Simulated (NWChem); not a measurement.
Program: NWChem. System: CH₆OPbSi, charge 0, spin multiplicity 1, at a geometry optimised with B3LYP/def2-SVP with def2 effective core potentials on Pb. The structure started from a generated list of species. Level: MP2/def2-TZVP with def2 effective core potentials on Pb, 11 core orbitals frozen.

Output (cleaned and shortened):

```
             Northwest Computational Chemistry Package (NWChem) 7.3.0
             --------------------------------------------------------

                                NWChem Input Module
                                -------------------

 Scaling coordinates for geometry "geometry" by  1.889725989
 (inverse scale =  0.529177249)

                             Geometry "geometry" -> ""
                             -------------------------

 Output coordinates in angstroms (scale by  1.889725989 to convert to a.u.)

  No.       Tag          Charge          X              Y              Z
 ---- ---------------- ---------- -------------- -------------- --------------
    1 Pb                  82.0000     0.10973600     0.18872500     0.57412500
    2 O                    8.0000     1.64235700    -0.37853400    -0.77709300
    3 C                    6.0000     1.59284400    -0.82572500    -2.09879300
    4 H                    1.0000     0.56564900    -0.90139100    -2.51186700
    5 H                    1.0000     2.16394700    -0.14645300    -2.76334200
    6 H                    1.0000     2.05731900    -1.82826400    -2.19000900
    7 Si                  14.0000    -2.06639300    -0.25697900    -1.16452600
    8 H                    1.0000    -2.16901800    -1.67838800    -1.63428500
    9 H                    1.0000    -2.02205500     0.60163500    -2.39449600
   10 H                    1.0000    -3.36056400     0.05770200    -0.47139300

 Effective nuclear repulsion energy (a.u.)     619.3757764589

            Nuclear Dipole moment (a.u.)
            ----------------------------
        X                 Y               Z
 ---------------- ---------------- ----------------
     0.0000907068    -0.0000699199    -0.0000151178


 Summary of "ao basis" -> "" (spherical)
 ------------------------------------------------------------------------------
       Tag                 Description            Shells   Functions and Types
 ---------------- ------------------------------  ------  ---------------------
 *                         def2-tzvp                  on all atoms

 Summary of "ao basis" -> "ao basis" (spherical)
 ------------------------------------------------------------------------------
       Tag                 Description            Shells   Functions and Types
 ---------------- ------------------------------  ------  ---------------------
 Pb                        def2-tzvp                16       50   6s5p3d2f
 O                         def2-tzvp                11       31   5s3p2d1f
 C                         def2-tzvp                11       31   5s3p2d1f
 H                         def2-tzvp                 4        6   3s1p
 Si                        def2-tzvp                13       37   5s5p2d1f

                                 NWChem SCF Module
                                 -----------------

  ao basis        = "ao basis"
  functions       =   185
  atoms           =    10
  closed shells   =    28
  open shells     =     0
  charge          =   0.00
  wavefunction    = RHF
  use symmetry    = F
  symmetry adapt  = F

 Summary of "ao basis" -> "ao basis" (spherical)
 ------------------------------------------------------------------------------
       Tag                 Description            Shells   Functions and Types
 ---------------- ------------------------------  ------  ---------------------
 Pb                        def2-tzvp                16       50   6s5p3d2f
 O                         def2-tzvp                11       31   5s3p2d1f
 C                         def2-tzvp                11       31   5s3p2d1f
 H                         def2-tzvp                 4        6   3s1p
 Si                        def2-tzvp                13       37   5s5p2d1f

 Forming initial guess at       0.5s

      Superposition of Atomic Density Guess
      -------------------------------------

 Sum of atomic energies:        -623.65052401

      Non-variational initial energy
      ------------------------------

 Total energy =    -597.091637
 1-e energy   =   -1353.292850
 2-e energy   =     525.096471
 HOMO         =      -0.210057
 LUMO         =      -0.066659

 Starting SCF solution at       9.8s
[...]
              MO Center= -4.5D-02,  2.0D-01,  5.8D-01, r^2= 5.3D+00
   Bfn.  Coefficient  Atom+Function         Bfn.  Coefficient  Atom+Function
  ----- ------------  ---------------      ----- ------------  ---------------
    20      0.577302   1 Pb py               17      0.311936   1 Pb py
    11     -0.301003   1 Pb py               14      0.215678   1 Pb py
    21     -0.197731   1 Pb pz

 Vector   30  Occ=0.000000D+00  E= 6.453643D-02
              MO Center= -2.8D-01,  3.5D-01,  9.6D-01, r^2= 7.5D+00
   Bfn.  Coefficient  Atom+Function         Bfn.  Coefficient  Atom+Function
  ----- ------------  ---------------      ----- ------------  ---------------
    19      0.973537   1 Pb px               86     -0.617169   3 C  s
    21     -0.595693   1 Pb pz              135      0.331740   7 Si s
    20     -0.269244   1 Pb py                5      0.190328   1 Pb s
    10     -0.177319   1 Pb px               13      0.170587   1 Pb px

 Vector   31  Occ=0.000000D+00  E= 7.868754D-02
              MO Center= -4.6D-02,  3.6D-01,  1.0D+00, r^2= 1.1D+01
   Bfn.  Coefficient  Atom+Function         Bfn.  Coefficient  Atom+Function
  ----- ------------  ---------------      ----- ------------  ---------------
    21      1.243454   1 Pb pz              135      1.150738   7 Si s
     6     -0.957552   1 Pb s               148      0.821166   7 Si px
    19      0.657627   1 Pb px              150      0.454041   7 Si pz
    86      0.404934   3 C  s                20      0.380806   1 Pb py
    16      0.255088   1 Pb px                3      0.226721   1 Pb s

 center of mass
 --------------
 x =   0.05325137 y =   0.08519271 z =   0.26002117

 moments of inertia (a.u.)
 ------------------
         778.772315971070          33.149956511922         -60.344053326478
          33.149956511922        1486.897897085035        -224.061374038271
         -60.344053326478        -224.061374038271         898.080812518845

  Mulliken analysis of the total density
  --------------------------------------

    Atom       Charge   Shell Charges
 -----------   ------   -------------------------------------------------------
    1 Pb  22    21.28   0.06 -0.59  1.78  0.76  1.08  0.75 -0.62  6.56  0.45  0.78  0.14  9.11  0.88  0.10  0.04  0.00
    2 O    8     8.72   0.79  1.18  0.55  0.96  0.36  1.83  2.07  0.95  0.00  0.02  0.00
    3 C    6     6.03   0.85  1.12  0.48  0.63  0.08  1.19  1.26  0.26  0.03  0.10  0.01
    4 H    1     0.94   0.27  0.51  0.15  0.02
    5 H    1     0.92   0.27  0.50  0.12  0.02
    6 H    1     0.92   0.27  0.50  0.12  0.02
    7 Si  14    14.04   2.00  0.58  1.39  0.81  0.55  4.12  1.73  0.51  1.54  0.55  0.10  0.14  0.02
    8 H    1     1.04   0.23  0.56  0.24  0.01
    9 H    1     1.04   0.23  0.56  0.24  0.01
   10 H    1     1.06   0.24  0.56  0.26  0.01

       Multipole analysis of the density wrt the origin
       ------------------------------------------------

     L   x y z        total         open         nuclear
     -   - - -        -----         ----         -------
     0   0 0 0     -0.000000      0.000000     56.000000

     1   1 0 0     -0.367254      0.000000    -12.442168
     1   0 1 0      0.298377      0.000000    -21.398382
     1   0 0 1      0.800146      0.000000    -65.096351

     2   2 0 0    -49.197185      0.000000    450.554653
     2   1 1 0      0.078848      0.000000    -26.187414
     2   1 0 1     -1.748370      0.000000     10.254054
     2   0 2 0    -39.678604      0.000000     51.080969
     2   0 1 1     -0.944065      0.000000     97.392582
     2   0 0 2    -42.462144      0.000000    303.062963

                   NWChem MP2 Semi-direct Energy/Gradient Module
                   ---------------------------------------------

  Basis functions       =    185
  Molecular orbitals    =    185
  Frozen core           =     11
  Frozen virtuals       =      0
  Active alpha occupied =     17
  Active beta occupied  =     17
  Active alpha virtual  =    157
  Active beta virtual   =    157
  Use MO symmetry       = F
  Use skeleton AO sym   = F

  AO/Fock/Back tols     =   1.0D-09  1.0D-09  1.0D-09

 GA uses MA = F    GA memory limited = T

 Available:
  local mem=  1.15D+08
 global mem=  1.31D+08
 local disk=  0.00D+00
  mp2_memr nvloc                   157
  nvloc new                   157
   1 passes of  17:        5242880                     203215                 144825598.
   1 passes of  17: M    114662334           G      131003550           F     109419454.
  mp2_memr nvloc                   157
  nvloc new                   157
   2 passes of   9:        5242880                     140440                  76699906.
   2 passes of   9: M    114662334           G      131003550           F     109419454.

 Semi-direct pass number   1 of   2  for RHF alpha+beta  at      146.7s
  vrange nnbf                 15953
  mp2_eaftype                   292  avail_ma_in_mb                   999
 EAF : mp2_eaftype filesize         292   38349953.
  mp2_eaf for mointskh                    292
Node 0 wrote    180.3 Mb in      0.1 s     Agg I/O rate:  1226.9 Mb/s
 Done moints_semi at      181.7s
  mp2_eaftype                   292  avail_ma_in_mb                   707
 EAF : mp2_eaftype filesize         292   38349953.
  mp2_eaf for kh                   292
 Done maket at      182.8s
 Semi-direct pass number   2 of   2  for RHF alpha+beta  at      182.8s
  vrange nnbf                 15953
  mp2_eaftype                   292  avail_ma_in_mb                   707
 EAF : mp2_eaftype filesize         292   38349953.
  mp2_eaf for mointskh                    292
Node 0 wrote    160.3 Mb in      0.1 s     Agg I/O rate:  1594.6 Mb/s
 Done moints_semi at      213.3s
  mp2_eaftype                   292  avail_ma_in_mb                   707
 EAF : mp2_eaftype filesize         292   38349953.
  mp2_eaf for kh                   292
 Done maket at      214.1s
 Done multipass loop at      214.1s

          -------------------------------------------
          SCF energy                -597.028019739601
          Correlation energy          -0.927545297929
          Singlet pairs               -0.541555381024
          Triplet pairs               -0.385989916905
          Total MP2 energy          -597.955565037530
          -------------------------------------------

          ---------------------------------------------------
                    Spin Component Scaled (SCS) MP2
          Same spin pairs                     -0.257326611270
          Same spin scaling factor             0.333333333333
          Opposite spin pairs                 -0.670218686659
          Opposite spin scaling fact.          1.200000000000
          SCS-MP2 correlation energy          -0.890037961081
          Total SCS-MP2 energy              -597.918057700682
          ---------------------------------------------------

 -----------------------
 Performance information
 -----------------------

 Timer overhead =  2.09D-07 seconds/call

               Nr. of calls         CPU time (s)                 Wall time (s)                GFlops
             ---------------    -------------------     ------------------------------   -------------------
Name         Min   Avg   Max    Min     Avg     Max     Min     Avg     Max   Mx/calls   Min     Max     Sum
mp2: moin     2     2     2    65.     65.     65.      65.     65.     65.     33.      0.0     0.0     0.0
mp2: make     2     2     2    1.9     1.9     1.9      1.9     1.9     1.9    0.97      0.0     0.0     0.0
mp2: tota     1     1     1    68.     68.     68.      68.     68.     68.     68.      0.0     0.0     0.0

 The average no. of pstat calls per process was 5.00D+00
 with a timing overhead of 1.04D-06s

 Task  times  cpu:      214.0s     wall:      214.0s

 Total times  cpu:      214.1s     wall:      214.1s
```

Write an NWChem input that would produce this output.

Several could match; the one computed here: 
```
start mol
memory heap 200 mb stack 800 mb global 1000 mb
geometry units angstroms nocenter noautoz noautosym
  Pb     0.109736     0.188725     0.574125
  O      1.642357    -0.378534    -0.777093
  C      1.592844    -0.825725    -2.098793
  H      0.565649    -0.901391    -2.511867
  H      2.163947    -0.146453    -2.763342
  H      2.057319    -1.828264    -2.190009
  Si    -2.066393    -0.256979    -1.164526
  H     -2.169018    -1.678388    -1.634285
  H     -2.022055     0.601635    -2.394496
  H     -3.360564     0.057702    -0.471393
end
basis spherical
  * library def2-tzvp
end
ecp
  Pb library def2-ecp
end
scf
  rhf
  nopen 0
  maxiter 100
  thresh 1e-7
  semidirect memsize 60000000 filesize 0
end
mp2
  freeze core 11
end
task mp2 energy
```
